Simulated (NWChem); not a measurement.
Species: BiHF$_{2}$; SMILES [BiH]([F])[F]

Program: NWChem. Structure relaxed at the PBE0/def2-SVP level. def2 effective core potentials on Bi; no spin-orbit coupling. Level SCAN/def2-SVP: energy and gradient on several grids; changes count from the extra-fine grid, which is no exact limit either.

```
grid     size of the energy change (μHa)  largest change of a gradient component (μHa/bohr)
-------  -------------------------------  -------------------------------------------------
xcoarse                             4000                                              10000
coarse                             20000                                               2000
medium                              6000                                                300
fine                                 400                                                 40
xfine                               < 10                                               < 30
```
